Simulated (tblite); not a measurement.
Parent: `[F:1][CH2:2][C@@H:3]1[C@H:4]2[CH2:5][C@@H:6]12` with F1–C2–C3–C4 156°, C5H7F.

Computed geometry: GFN2-xTB, gas phase. One conformer each, not checked by frequencies here.

| coordinate of the parent | value |
| --- | --- |
| F1–C2 | 1.377 Å |
| C2–C3 | 1.508 Å |
| C3–C4 | 1.499 Å |
| C4–C5 | 1.496 Å |
| C5–C6 | 1.495 Å |
| C3–C6 | 1.501 Å |
| C4–C6 | 1.481 Å |
| F1–C2–C3 | 110.5° |
| C2–C3–C4 | 118.6° |
| C2–C3–C6 | 118.9° |
| C4–C3–C6 | 59.2° |
| C3–C4–C5 | 96.1° |
| C3–C4–C6 | 60.5° |
| C5–C4–C6 | 60.3° |
| C4–C5–C6 | 59.4° |
| C3–C6–C5 | 96.1° |
| C3–C6–C4 | 60.4° |
| C4–C6–C5 | 60.4° |

Problem. How does the shared frame change in `[F:1][CH2:2][C@:3]1([CH:4]([F:5])[F:6])[C@@H:7]2[CH2:8][C@H:9]12` with F1–C2–C3–C4 -66°, C2–C3–C4–F5 -68°, C6H7F3? Atoms pair as F1 = F1, C2 = C2, C3 = C3, C4 = C7, C5 = C8, C6 = C9 (parent first).

Solution. 
```csv
parent,relative,value in the relative,change
F1–C2,F1–C2,1.377 Å,0.000
C2–C3,C2–C3,1.516 Å,+0.008
C3–C4,C3–C7,1.502 Å,+0.003
C4–C5,C7–C8,1.496 Å,0.000
C5–C6,C8–C9,1.495 Å,0.000
C3–C6,C3–C9,1.503 Å,+0.002
C4–C6,C7–C9,1.490 Å,+0.009
F1–C2–C3,F1–C2–C3,109.7°,-0.8
C2–C3–C4,C2–C3–C7,123.6°,+5.0
C2–C3–C6,C2–C3–C9,124.2°,+5.3
C4–C3–C6,C7–C3–C9,59.4°,+0.2
C3–C4–C5,C3–C7–C8,98.1°,+2.0
C3–C4–C6,C3–C7–C9,60.3°,-0.2
C5–C4–C6,C8–C7–C9,60.1°,-0.2
C4–C5–C6,C7–C8–C9,59.8°,+0.4
C3–C6–C5,C3–C9–C8,98.2°,+2.1
C3–C6–C4,C3–C9–C7,60.3°,-0.1
C4–C6–C5,C7–C9–C8,60.2°,-0.2
```

Of the parent's bonds, C2–C3 and C4–C6 change most and about equally (+0.008 to +0.009 Å). Bonds of the relative outside the shared frame: C3–C4 1.523, C4–F5 1.360, C4–F6 1.353 Å. Point group C1 → C1.

Problem. How does the shared frame change in `[F:1][CH2:2][C@@:3]1([NH:4][SiH3:5])[C@@H:6]2[CH2:7][C@H:8]12` with F1–C2–C3–N4 -61°, C2–C3–N4–Si5 -83°, C5H10FNSi? Atoms pair as F1 = F1, C2 = C2, C3 = C3, C4 = C8, C5 = C7, C6 = C6 (parent first).

Solution. 
```tsv
parent	relative	value in the relative	change
F1–C2	F1–C2	1.378 Å	+0.001
C2–C3	C2–C3	1.520 Å	+0.012
C3–C4	C3–C8	1.497 Å	-0.002
C4–C5	C8–C7	1.497 Å	+0.001
C5–C6	C7–C6	1.496 Å	+0.001
C3–C6	C3–C6	1.505 Å	+0.004
C4–C6	C8–C6	1.488 Å	+0.007
F1–C2–C3	F1–C2–C3	110.3°	-0.2
C2–C3–C4	C2–C3–C8	116.3°	-2.3
C2–C3–C6	C2–C3–C6	116.5°	-2.4
C4–C3–C6	C8–C3–C6	59.4°	+0.2
C3–C4–C5	C3–C8–C7	96.9°	+0.8
C3–C4–C6	C3–C8–C6	60.6°	+0.1
C5–C4–C6	C7–C8–C6	60.1°	-0.2
C4–C5–C6	C8–C7–C6	59.6°	+0.2
C3–C6–C5	C3–C6–C7	96.6°	+0.5
C3–C6–C4	C3–C6–C8	60.0°	-0.4
C4–C6–C5	C8–C6–C7	60.2°	-0.2
```

Of the parent's bonds, C2–C3 changes most (+0.012 Å). Bonds of the relative outside the shared frame: C3–N4 1.426, N4–Si5 1.721 Å. Point group C1 → C1.

Problem. How does the shared frame change in `[CH:1]#[C:2][C@:3]1([CH2:4][F:5])[C@@H:6]2[CH2:7][C@H:8]12` with C2–C3–C4–F5 180°, C7H7F? Atoms pair as F1 = F5, C2 = C4, C3 = C3, C4 = C6, C5 = C7, C6 = C8 (parent first).

Solution. 
| parent | relative | value in the relative | change |
| --- | --- | --- | --- |
| F1–C2 | F5–C4 | 1.372 Å | -0.005 |
| C2–C3 | C4–C3 | 1.522 Å | +0.014 |
| C3–C4 | C3–C6 | 1.507 Å | +0.008 |
| C4–C5 | C6–C7 | 1.496 Å | 0.000 |
| C5–C6 | C7–C8 | 1.496 Å | +0.001 |
| C3–C6 | C3–C8 | 1.506 Å | +0.005 |
| C4–C6 | C6–C8 | 1.485 Å | +0.004 |
| F1–C2–C3 | F5–C4–C3 | 111.2° | +0.7 |
| C2–C3–C4 | C4–C3–C6 | 117.8° | -0.8 |
| C2–C3–C6 | C4–C3–C8 | 117.8° | -1.1 |
| C4–C3–C6 | C6–C3–C8 | 59.1° | -0.1 |
| C3–C4–C5 | C3–C6–C7 | 96.9° | +0.8 |
| C3–C4–C6 | C3–C6–C8 | 60.5° | 0.0 |
| C5–C4–C6 | C7–C6–C8 | 60.2° | -0.1 |
| C4–C5–C6 | C6–C7–C8 | 59.5° | +0.1 |
| C3–C6–C5 | C3–C8–C7 | 96.9° | +0.8 |
| C3–C6–C4 | C3–C8–C6 | 60.5° | +0.1 |
| C4–C6–C5 | C6–C8–C7 | 60.2° | -0.2 |

Of the parent's bonds, C2–C3 changes most (+0.014 Å). Bonds of the relative outside the shared frame: C1≡C2 1.198, C2–C3 1.437 Å. Point group C1 → Cs.
